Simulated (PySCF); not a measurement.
# Electron correlation in Te⁺ (tellurium, charge +1)

[Kr] 4d10 5s1 5p3 5d1, high-spin 6D determinant (an excited configuration). Computed with PySCF 2.14 in aug-cc-pVQZ-DK3 (9s8p6d3f2g, 102 functions), with scalar relativity by spin-free X2C-1e. Frozen: [Kr] 4d10; 5 electrons correlated.

```json
{"level": "CCSD", "correlation energy (mhartree)": "-31.37"}
{"level": "(T)", "correlation energy (mhartree)": "-0.49"}
{"level": "CCSD(T)", "correlation energy (mhartree)": "-31.86"}
```

Diagnostics: T1 = 0.0034, D1 = 0.0066, largest double amplitude 0.024.

The outer electron is Rydberg-like, and this basis confines it to a smaller radius and binds it less than a complete one would.

Cost of the coupled-cluster step: roughly 13 core-seconds, for 5 correlated electrons.

Iterations:

```
CC2 = 0
CCSD nocc = (np.int64(5), np.int64(0)), nmo = (79, 79)
frozen orbitals [[0, 1, 2, 3, 4, 5, 6, 7, 8, 9, 10, 11, 12, 13, 14, 15, 16, 17, 18, 19, 20, 21, 22], [0, 1, 2, 3, 4, 5, 6, 7, 8, 9, 10, 11, 12, 13, 14, 15, 16, 17, 18, 19, 20, 21, 22]]
max_cycle = 100
direct = 0
conv_tol = 1e-08
conv_tol_normt = 1e-06
diis_space = 8
diis_start_cycle = 0
Init t2, MP2 energy = -0.0242408926147331
Init E_corr(UCCSD) = -0.0242408926147827
cycle = 1  E_corr(UCCSD) = -0.0295380681991853  dE = -0.00529717558  norm(t1,t2) = 0.0279007
cycle = 2  E_corr(UCCSD) = -0.0308486537853946  dE = -0.00131058559  norm(t1,t2) = 0.00847365
cycle = 3  E_corr(UCCSD) = -0.0313859752555514  dE = -0.00053732147  norm(t1,t2) = 0.00291943
cycle = 4  E_corr(UCCSD) = -0.0313719593517447  dE = 1.40159038e-05  norm(t1,t2) = 0.000339979
cycle = 5  E_corr(UCCSD) = -0.0313726822001411  dE = -7.22848396e-07  norm(t1,t2) = 4.24202e-05
cycle = 6  E_corr(UCCSD) = -0.0313725394143968  dE = 1.42785744e-07  norm(t1,t2) = 6.14881e-06
cycle = 7  E_corr(UCCSD) = -0.0313726147315189  dE = -7.53171221e-08  norm(t1,t2) = 9.95217e-07
cycle = 8  E_corr(UCCSD) = -0.0313725933055411  dE = 2.14259778e-08  norm(t1,t2) = 1.95117e-07
cycle = 9  E_corr(UCCSD) = -0.0313725965164834  dE = -3.2109423e-09  norm(t1,t2) = 3.74635e-08
UCCSD converged
E(UCCSD) = -6789.765280358711  E_corr = -0.03137259651648344
UCCSD(T) correction = -0.000490021732265939
```
